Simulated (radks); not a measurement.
Ge2+, 30 electrons, occupied as [Ar] 3d10 4s2.

Method: scalar-relativistic Kohn-Sham, r2SCAN, spin-polarised, spherical densities, finite nucleus; meta-GGA in the generalised Kohn-Sham scheme; Fermi nuclear charge, rms radius 4.0742 fm; hard spherical wall at 20 bohr; computed with a radial shooting solver on a logarithmic mesh with Libxc functionals.

Energy parts (hartree):
part                       energy
total                 -2098.32358
kinetic                2136.42892
electron-nucleus      -5035.42522
Hartree                 880.00683
exchange-correlation    -79.33410

Orbitals (lengths in bohr, moments of r in powers of bohr; r(max) is where P^2 peaks):
orbital  occ.  eigenvalue (hartree)   r(max)      <r>   <1/r>
1s          2             -404.6998  0.03073  0.04701   32.38
2s          2             -51.59779   0.1759   0.2097   7.123
2p          6             -45.10875   0.1413   0.1837   6.968
3s          2              -7.11528   0.5417   0.6233   2.285
3p          6              -5.10656   0.5432   0.6464   2.129
3d         10              -1.83733   0.5059   0.7300   1.786
4s          2              -1.08584    1.679    1.943  0.6716
4p          0              -0.71630    1.950    2.263  0.5673

The highest occupied level is 4s at -29.547 eV. The pressure on the wall is 2.93e-19 GPa. Summed over all electrons, <r^2> = 19.57 bohr^2, which gives a Langevin (diamagnetic) susceptibility term of -15.5 x 10^-6 cm^3/mol. The electron density at the nucleus is 3.207e+04 e/bohr^3 (large components only). The density falls to 0.001 e/bohr^3 at r = 3.41 bohr.
